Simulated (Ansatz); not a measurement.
Calculated with Ansatz (gas phase, PBE0-D4/def2-TZVP geometries, no zero-point term in ΔE). CCSD(T)/CBS is the MP2 limit (def2-TZVPP, def2-QZVPP) plus CCSD(T) − MP2 in def2-TZVPP, frozen cores. This one scheme is used for every species. DFT in def2-TZVPP. For Br outer-core shells are correlated without core-valence functions, which leaves a few kJ/mol of doubt a bond. Scalar relativity is left out up to krypton. Each species was taken in one conformer, which may not be the lowest.

Reaction (ligand exchange at the Si–Br bond): `N[Si](O)(Cl)Br` + HCl → `N[Si](O)(Cl)Cl` + HBr

```json
{"level": "PBE-D4", "ΔE (kJ/mol)": "-5.7"}
{"level": "PBE0-D4", "ΔE (kJ/mol)": "-5.9"}
{"level": "ωB97M-V", "ΔE (kJ/mol)": "-8.0"}
{"level": "PBE", "ΔE (kJ/mol)": "-6.8"}
{"level": "r2SCAN", "ΔE (kJ/mol)": "-8.3"}
{"level": "PBE0", "ΔE (kJ/mol)": "-6.9"}
{"level": "HF/def2-QZVPP", "ΔE (kJ/mol)": "-10.6"}
{"level": "HF/CBS(def2)", "ΔE (kJ/mol)": "-10.6"}
```

**Question.** What does CCSD(T)/CBS give? (An estimate is asked.)

**Answer.** Ansatz gave: -4.8 kJ/mol. The listed levels differ from it by -0.9, -1.1, -3.2, -2.0, -3.5, -2.1, -5.8, -5.8 kJ/mol.

Largest T1 diagnostic among the species: 0.010.

In def2-TZVPP, CCSD(T) changes the Hartree–Fock value by +3.2 kJ/mol (the triples alone add +0.4 kJ/mol) and MP2 by +4.8 kJ/mol.
